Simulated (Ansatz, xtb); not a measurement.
# Relative energy of two isomers of C2H7GeNOSi

Structure X: `C[O][GeH2][SiH2]C#N`, a singlet. Structure Y: `CO[SiH2][GeH2][C]#N`, a singlet. Both are isolated molecules in the gas phase, relaxed with PBE0-D3(BJ)/def2-SVP, each in the lowest conformer that the search found.

Q: Which of the two would you expect CCSD(T)/def2-SVP + ΔMP2/def2-TZVPP electronic energies to favour?

A: Structure Y; the calculation gives E(Y) − E(X) = −55.0 kJ/mol.

How the difference moves with the method:

```tsv
level	geometry	E(Y) − E(X) (kJ/mol)	departure from the last row (kJ/mol)	job, with rough time for the two
GFN2-xTB	GFN2-xTB	−95.9	−40.9	optimisation, 0.38 s
HF/STO-3G	GFN2-xTB	−11.3	+43.7	single point, 1.1 s
r2SCAN-D4/def2-SVP	GFN2-xTB	−37.9	+17.1	single point, 4.7 s
PBE0-D3(BJ)/def2-SVP	PBE0-D3(BJ)/def2-SVP	−43.8	+11.2	optimisation, 2.6 min
HF/def2-SVP	PBE0-D3(BJ)/def2-SVP	−51.1	+3.9	part of the CCSD(T) run
MP2/def2-SVP	PBE0-D3(BJ)/def2-SVP	−44.5	+10.5	part of the CCSD(T) run
CCSD(T)/def2-SVP	PBE0-D3(BJ)/def2-SVP	−43.3	+11.7	single point
CCSD(T)/def2-SVP + ΔMP2/def2-TZVPP	PBE0-D3(BJ)/def2-SVP	−55.0		single point, 2 min
```

As drawn, Y has 1 O–Si, 1 C–Ge in place of 1 Ge–O, 1 C–Si.

The levels shown agree on the order. The largest departure from CCSD(T)/def2-SVP + ΔMP2/def2-TZVPP is that of HF/STO-3G, 43.7 kJ/mol. The last row adds to CCSD(T) the change of the MP2 difference between the two basis sets, here −11.7 kJ/mol.

With thermal terms from frequencies at re-optimised GFN2-xTB minima (ideal gas, soft modes damped towards free rotors, one conformer each, 298.15 K, 1 atm): the zero-point term adds +3.9 kJ/mol; ΔH is −51.6 and ΔG −51.2 kJ/mol.

The correlated steps freeze 18 core orbitals; the filled d shell of Ge is correlated, in a basis made for valence electrons. Run with Ansatz 0.2.0, xtb 6.7.1; the last row on 2 threads of Intel(R) Xeon(R) Processor @ 2.70GHz on a shared host.
